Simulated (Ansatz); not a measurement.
Species: [Al(H)3(O(CH3)2)] (charge 0, multiplicity 1).

Q: Give a relaxed geometry from B3LYP-D3(BJ)/def2-SVP run with Ansatz (a quantum-chemistry and plane-wave program).

A: This is not unique; one that fits is the end point of this relaxation, one of several conformers.
Z-matrix (Å, degrees):
```
O
C 1 1.4300
H 2 1.0966 1 107.02
H 2 1.1012 3 109.98 1 -118.79
H 2 1.1027 3 109.95 4 -121.30
C 1 1.4301 2 114.28 3 -177.40
H 6 1.0966 1 107.01 2 177.23
H 6 1.1012 7 110.01 1 118.78
H 6 1.1028 7 109.95 8 121.32
Al 1 2.0076 2 118.39 3 35.53
H 10 1.5985 1 98.57 2 -46.89
H 10 1.5986 11 119.25 3 128.22
H 10 1.6036 11 116.88 3 -81.93
```
